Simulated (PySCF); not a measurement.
Hexafluorobenzene, SMILES c1(c(F)c(c(F)c(c1F)F)F)F, singlet, PBE0/def2-SVP optimised geometry.

```
12

F      2.71     0.00     0.00
C      1.39     0.00     0.00
C      0.70     1.21     0.00
F      1.36     2.35     0.00
C     -0.70     1.21     0.00
F     -1.36     2.35     0.00
C     -1.39     0.00     0.00
F     -2.71     0.00     0.00
C     -0.70    -1.21     0.00
F     -1.36    -2.35     0.00
C      0.70    -1.21     0.00
F      1.36    -2.35     0.00
```

Density from PBE0/def2-TZVP run with PySCF at that geometry.

Minimum of the electron density along straight lines between bonded atoms, close to the bond critical point (lines longer than 1.1 times the sum of covalent radii, or with two minima, are not listed):

```csv
bond,length / Å,ρ at the minimum / e bohr⁻³,∇²ρ there / e bohr⁻⁵,position (fraction from the first atom)
F1–C2,1.319,0.283,0.03,0.67
C2–C3,1.394,0.322,-0.95,0.50
C3–F4,1.319,0.283,0.03,0.33
C3–C5,1.394,0.322,-0.95,0.50
C5–F6,1.319,0.283,0.03,0.33
C5–C7,1.394,0.322,-0.95,0.50
C7–F8,1.319,0.283,0.03,0.33
C7–C9,1.394,0.322,-0.95,0.50
C9–F10,1.319,0.283,0.03,0.33
C2–C11,1.394,0.322,-0.95,0.50
C9–C11,1.394,0.322,-0.95,0.50
C11–F12,1.319,0.283,0.03,0.33
```
